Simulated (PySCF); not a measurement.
C4H9NS, SMILES C/N=C(\C)SC.

Geometry: B3LYP-D3(BJ)/def2-SVP. The structure was generated by enumeration; whether it is a known compound was not checked.

Vertical ionisation energy (IE) and electron affinity (EA) in eV. Rows of orbital energies are one-electron estimates. Where ΔSCF, EOM or ADC give a negative EA the extra electron is unbound and the value depends on the basis.

```tsv
level	IE	EA
−ε(HOMO), −ε(LUMO), r2SCAN/def2-TZVP (PySCF)	5.57	0.76
−ε(HOMO), −ε(LUMO), PBE/def2-TZVP (PySCF)	5.36	0.94
```
